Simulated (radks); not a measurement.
Spherical quantum dot in the effective-mass picture: electrons in a hard-walled sphere of radius 3.88, all in effective atomic units (hartree* = m*/eps^2 hartree, bohr* = eps/m* bohr), one dielectric constant everywhere. Method: non-relativistic Kohn-Sham, LDA (Slater exchange, Perdew-Wang correlation), spin-polarised, spherical densities; computed with a radial shooting solver with Libxc functionals. Levels are named by radial order and angular momentum (1s, 1p, 1d, 2s, ...), and open shells are averaged over m. Results are scaled to m* = 0.037 and eps = 8.2, for which hartree* = 14.97 meV and bohr* = 11.73 nm.

N = 29, configuration 1s2 1p6 1d10 1f(up 7, down 4). This is the lowest configuration that the search found. Occupied and some empty levels:

level    occupation  eigenvalue (meV)  <r> (nm)
1s up             1            144.90     31.68
1s down           1            145.32     31.60
1p up             3            147.29     32.61
1p down           3            147.72     32.57
1d up             5            151.54     33.47
1d down           5            151.99     33.45
1f up             7            157.44     34.21
1f down           4            157.89     34.20
2s up             0            163.63     20.20
2s down           0            163.78     20.19
1g up             0            164.85     34.85
1g down           0            165.31     34.84
2p up             0            171.99     23.75
2p down           0            172.19     23.72
2d up             0            182.01     25.98
2d down           0            182.26     25.95

Energy (meV): total 2441.11, kinetic 594.41, external 0, Hartree 2047.4, exchange-correlation -200.67.

Electron density:

r (nm)  n(r) (e/nm^3)
2.49        1.963e-06
4.75        2.387e-06
7.01        3.198e-06
9.27        4.602e-06
11.5        6.927e-06
13.8       0.00001065
16.1       0.00001646
18.3       0.00002513
20.6       0.00003750
22.8       0.00005416
25.1       0.00007496
27.4       0.00009877
29.6        0.0001222
31.9        0.0001396
34.2        0.0001437
36.4        0.0001286
38.7       0.00009426
40.9       0.00005044
43.2       0.00001392
45.5        3.230e-08
